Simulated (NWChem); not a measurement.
Everything below was run with NWChem. System: CdSe, charge 0, spin multiplicity 1, at a geometry optimised with PBE0/def2-SVP with def2 effective core potentials on Cd. The structure started from a generated list of species.

Job file:

```
start mol
memory heap 200 mb stack 900 mb global 1100 mb
geometry units angstroms nocenter noautoz
  Cd     0.000000     0.000000     0.979602
  Se     0.000000     0.000000    -1.382967
  symmetry group C2v
end
basis spherical
  * library def2-svpd
end
ecp
  Cd library def2-ecp
end
dft
  xc b3lyp
  semidirect memsize 60000000 filesize 0
  iterations 100
end
tddft
  rpa
  nroots 8
  notriplet
  thresh 1e-4
end
task tddft energy
```

The output up to the point where the run's verdict is printed (cleaned and shortened):

```
             Northwest Computational Chemistry Package (NWChem) 7.3.0
             --------------------------------------------------------

                                NWChem Input Module
                                -------------------

 Scaling coordinates for geometry "geometry" by  1.889725989
 (inverse scale =  0.529177249)

 Turning off AUTOSYM since
 SYMMETRY directive was detected!

                             Geometry "geometry" -> ""
                             -------------------------

 Output coordinates in angstroms (scale by  1.889725989 to convert to a.u.)

  No.       Tag          Charge          X              Y              Z
 ---- ---------------- ---------- -------------- -------------- --------------
    1 Cd                  48.0000     0.00000000     0.00000000     0.97960200
    2 Se                  34.0000     0.00000000     0.00000000    -1.38296700

 Effective nuclear repulsion energy (a.u.)     365.5416076176

            Nuclear Dipole moment (a.u.)
            ----------------------------
        X                 Y               Z
 ---------------- ---------------- ----------------
     0.0000000000     0.0000000000     0.0000340151

      Symmetry information
      --------------------

 Group name             C2v
 Group number             16
 Group order               4
 No. of unique centers     2

      Symmetry unique atoms

     1    2


 Summary of "ao basis" -> "" (spherical)
 ------------------------------------------------------------------------------
       Tag                 Description            Shells   Functions and Types
 ---------------- ------------------------------  ------  ---------------------
 *                         def2-svpd                  on all atoms

                                 NWChem DFT Module
                                 -----------------

 Summary of "ao basis" -> "ao basis" (spherical)
 ------------------------------------------------------------------------------
       Tag                 Description            Shells   Functions and Types
 ---------------- ------------------------------  ------  ---------------------
[...]
           0.000000000000         929.234847027271           0.000000000000
           0.000000000000           0.000000000000           0.000000000000

     Multipole analysis of the density
     ---------------------------------

     L   x y z        total         alpha         beta         nuclear
     -   - - -        -----         -----         ----         -------
     0   0 0 0      0.000000    -27.000000    -27.000000     54.000000

     1   1 0 0     -0.000000     -0.000000     -0.000000      0.000000
     1   0 1 0      0.000000      0.000000      0.000000      0.000000
     1   0 0 1     -1.431477     25.200756     25.200756    -51.832988

     2   2 0 0    -27.370572    -13.685286    -13.685286      0.000000
     2   1 1 0      0.000000      0.000000      0.000000      0.000000
     2   1 0 1      0.000000      0.000000      0.000000      0.000000
     2   0 2 0    -31.909569    -15.954784    -15.954784      0.000000
     2   0 1 1      0.000000      0.000000      0.000000      0.000000
     2   0 0 2    -35.966208   -168.361915   -168.361915    300.757622

                                NWChem TDDFT Module
                                -------------------

            General Information
            -------------------
           No. of orbitals :     150
            Alpha orbitals :      75
             Beta orbitals :      75
        Alpha frozen cores :       0
         Beta frozen cores :       0
     Alpha frozen virtuals :       0
      Beta frozen virtuals :       0
         Spin multiplicity :       1
    Number of AO functions :      75
        Use of symmetry is : off
      Symmetry adaption is : on
         Schwarz screening :  0.10D-07

              XC Information
              --------------
                  B3LYP Method XC Potential
              Hartree-Fock (Exact) Exchange   0.20
                 Slater Exchange Functional   0.80 local
             Becke 1988 Exchange Functional   0.72 non-local
       Lee-Yang-Parr Correlation Functional   0.81
           VWN I RPA Correlation Functional   0.19 local

             TDDFT Information
             -----------------
          Calculation type : TDDFT
         Wavefunction type : Restricted singlets
          No. of electrons :      54
           Alpha electrons :      27
            Beta electrons :      27
              No. of roots :       8
          Max subspacesize :    5600
            Max iterations :     100
               Target root :       1
           Target symmetry : none
      Symmetry restriction : off
                 Algorithm : Optimal
        Davidson threshold :  0.10D-03

            Memory Information
            ------------------
          Available GA space size is         144173575 doubles
          Available MA space size is          50641324 doubles
          Length of a trial vector is         1296
          Algorithm : Incore multiple tensor contraction
          Estimated peak GA usage is          29433636 doubles
          Estimated peak MA usage is             45600 doubles

    8 smallest eigenvalue differences (eV)
--------------------------------------------------------
  No. Spin  Occ  Vir  Irrep   E(Occ)    E(Vir)   E(Diff)
--------------------------------------------------------
    1    1   27   28 b1       -0.168    -0.284    -3.157
    2    1   26   28 a2       -0.311    -0.284     0.725
    3    1   25   28 b1       -0.353    -0.284     1.858
    4    1   27   29 b1       -0.168    -0.025     3.906
    5    1   27   30 b2       -0.168    -0.016     4.140
    6    1   27   31 a1       -0.168    -0.002     4.531
    7    1   27   32 b1       -0.168     0.035     5.535
    8    1   27   33 a1       -0.168     0.037     5.594
--------------------------------------------------------

  Entering Davidson iterations
  Restricted singlet excited states

  Iter   NTrls   NConv    DeltaV     DeltaE      Time
  ----  ------  ------  ---------  ---------  ---------
```

The run crashed. NWChem stopped with the message: tddft_diagon: A-B is not positive-definite; try TDA.
